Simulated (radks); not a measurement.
Task: The bromine ion Br2+, [Ar] 3d10 4s2 4p3. Calculated with a radial shooting solver on a logarithmic mesh with Libxc functionals: non-relativistic Kohn-Sham, PBE, spin-polarised, spherical densities, point nucleus. Every spin shell is full or empty, so the densities are truly spherical. Functionals are evaluated on that one density, not self-consistently. Rank these exchange functionals by their error against the exact value of the orbitals, and give that value: LDA, B88, PBEsol, PW86, OPTX, WC, AM05, B86b, EV93, APBE, TPSS, Tao-Mo.

Result: Exact: -88.9945 hartree. From best to worst, with 100 (|E| - |E exact|)/|E exact| (equal figures are ties): TPSS -0.05, EV93 +0.08, PW86 +0.10, B88 +0.11, B86b +0.11, APBE +0.48, Tao-Mo -0.62, OPTX +0.91, WC -0.94, PBEsol -2.51, AM05 -5.10, LDA -5.57.
